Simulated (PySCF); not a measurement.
AlH3O3, SMILES [OH][Al]([OH])[OH]. Atoms are numbered in the order given.

```xyz
7

Al     0.0000     0.0000     0.0000
O      1.6024     0.5624     0.0000
H      2.3696    -0.0166     0.0000
O     -0.3142    -1.6689     0.0000
H     -1.1992    -2.0438     0.0000
O     -1.2882     1.1065     0.0000
H     -1.1704     2.0604     0.0000
```
Charge 0, spin multiplicity 1.

Geometry: B3LYP-D3(BJ)/def2-SVP. The isomer is the one that the SMILES or the coordinates give; other isomers of the formula were not compared. The values are those of a single conformer.

Computed with ωB97X/def2-TZVPD run with PySCF.

Isolated molecule, no solvent.

Q: Estimate the frontier levels, gap, dipole moment and polarisability. (Estimate from the structure and the level; the computed values follow.)

A: 
The highest occupied level is -11.66 eV and the lowest empty level is 0.76 eV. The orbital gap comes out as 12.42 eV and the dipole moment is 0.00 D. The quadrupole, principal values (traceless, Buckingham form, about the centre of nuclear charge) is -0.17, -0.17, 0.34 D·Å and the mean static polarisability is 35.5 bohr³ (5.26 Å³). The polarisability, principal values is 32.0, 37.2, 37.2 bohr³.
